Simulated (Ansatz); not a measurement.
Molecule: BBr2 (charge -1, singlet). 
Coordinates optimised at B3LYP-D3(BJ)/def2-TZVP (Ansatz, a quantum-chemistry and plane-wave program):
```
B
Br 1 2.1407
Br 1 2.1407 2 103.42
```
Charge -1, spin multiplicity 1.

Basis-set convergence of Hartree-Fock and CCSD correlation energies (hartree) with Ansatz. Cores are frozen in the correlated levels unless marked. Spin-orbit coupling is left out. Frozen are the shells of the preceding noble gas and the d and f shells that filled before the atom's block. No relativistic terms.

The Hartree-Fock reference is unstable (checked in the largest basis), which strains HF and MP2. 

```tsv
basis	functions	E(HF)	E(corr, CCSD)
aug-cc-pVDZ	95	-5169.49678	-0.36336
aug-cc-pVTZ	164	…	…
```

Question: Complete the blanks.

Answer: 
- aug-cc-pVTZ, E(HF): -5169.64541
- aug-cc-pVTZ, E(corr, CCSD): -0.46592
